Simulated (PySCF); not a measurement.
C2H5NOSi.
SMILES with atom numbers: `[CH:1]#[C:2][Si@H:3]([NH2:4])[OH:5]` (hydrogens: H6 on C1; H7 on Si3; H8, H9 on N4; H10 on O5)

Computed by this run: PBE0-D3(BJ)/def2-SVP geometry optimisation, gas phase in PySCF 2.14.0; density fitting, grid level 1; the optimiser is geomeTRIC in internal coordinates, started from a GFN2-xTB structure with every atom displaced at random (about 0.01 Å).

Step 1: E = -13553.7329 eV
```
atom  x, y, z in Å  |  force x, y, z in eV/Å
C1      2.2243    1.1261   -0.2022    0.852   0.168  -0.152
C2      1.1416    0.6336    0.0376   -0.604  -0.189   0.079
Si3    -0.5523   -0.0355    0.3936    0.008   0.342  -0.115
N4     -0.7980   -1.6827   -0.0010    0.121  -0.115   0.153
O5     -1.6141    0.7995   -0.5831   -0.019  -0.270   0.153
H6      3.2154    1.5090   -0.4162   -0.317  -0.036   0.064
H7     -0.7702    0.2072    1.8496   -0.012  -0.113  -0.032
H8     -0.9884   -1.9116   -0.9692    0.024  -0.022  -0.069
H9     -0.2679   -2.4201    0.4588   -0.150   0.187  -0.072
H10    -1.5408    1.7562   -0.5927    0.096   0.048  -0.008
```

Step 2: E = -13553.7451 eV
```
atom  x, y, z in Å  |  force x, y, z in eV/Å
C1      2.2321    1.1183   -0.2060   -0.024  -0.142   0.033
C2      1.1391    0.6338    0.0331    0.013   0.126  -0.048
Si3    -0.5531   -0.0264    0.3933    0.013   0.079  -0.041
N4     -0.7973   -1.6724   -0.0008   -0.002  -0.039  -0.039
O5     -1.6249    0.7929   -0.5768   -0.049  -0.045   0.096
H6      3.2123    1.5092   -0.4160   -0.020   0.039   0.001
H7     -0.7710    0.1863    1.8512    0.005  -0.031   0.008
H8     -0.9752   -1.9048   -0.9721    0.040  -0.010   0.002
H9     -0.2766   -2.4044    0.4670   -0.033   0.003   0.029
H10    -1.5358    1.7491   -0.5978    0.056   0.019  -0.040
```

Step 3: E = -13553.7512 eV
```
atom  x, y, z in Å  |  force x, y, z in eV/Å
C1      2.2316    1.1124   -0.2097   -0.192  -0.142   0.059
C2      1.1329    0.6381    0.0265    0.106   0.158  -0.064
Si3    -0.5556   -0.0220    0.3921    0.017  -0.099   0.027
N4     -0.7978   -1.6694   -0.0030   -0.038   0.043  -0.099
O5     -1.6358    0.7966   -0.5640   -0.065   0.075   0.049
H6      3.2058    1.5133   -0.4162    0.081   0.045  -0.020
H7     -0.7665    0.1688    1.8535    0.012  -0.001   0.016
H8     -0.9544   -1.9063   -0.9772    0.042  -0.010   0.015
H9     -0.2920   -2.3999    0.4796    0.005  -0.055   0.068
H10    -1.5187    1.7500   -0.6066    0.031  -0.015  -0.052
```

Problem. Estimate the geometry and energy of step 4. (The exact step hangs on the optimiser's Hessian estimate; all steps are aligned on step 3, rigid shifts and turns removed.)

Solution. E = -13553.7650 eV, largest force 0.432 eV/Å
```
atom  x, y, z in Å  |  force x, y, z in eV/Å
C1      2.2235    1.1025   -0.2217   -0.410  -0.047   0.074
C2      1.1101    0.6588    0.0073    0.236   0.135  -0.068
Si3    -0.5644   -0.0156    0.3940    0.024  -0.406   0.146
N4     -0.8020   -1.6635   -0.0143   -0.047   0.181  -0.173
O5     -1.6668    0.8186   -0.5133   -0.071   0.276  -0.057
H6      3.1860    1.5277   -0.4209    0.210   0.015  -0.043
H7     -0.7454    0.1125    1.8655    0.020   0.043   0.017
H8     -0.8783   -1.9136   -0.9950    0.032  -0.011   0.036
H9     -0.3571   -2.3946    0.5207    0.035  -0.118   0.120
H10    -1.4560    1.7488   -0.6471   -0.030  -0.067  -0.052
```

The energy changes by -0.0139 eV. The first-order estimate −F·Δx gives -0.0203 eV and the mean of the old and new forces, exact on a quadratic surface, -0.0133 eV. The step makes an angle of 72° with the force vector and moves no atom by more than 0.079 Å.

What follows is the cost of the whole optimisation. Hardware: Arm Neoverse V1, one thread, no GPU, shared host. Cost: 88 s wall, 0.41 GiB resident at most.
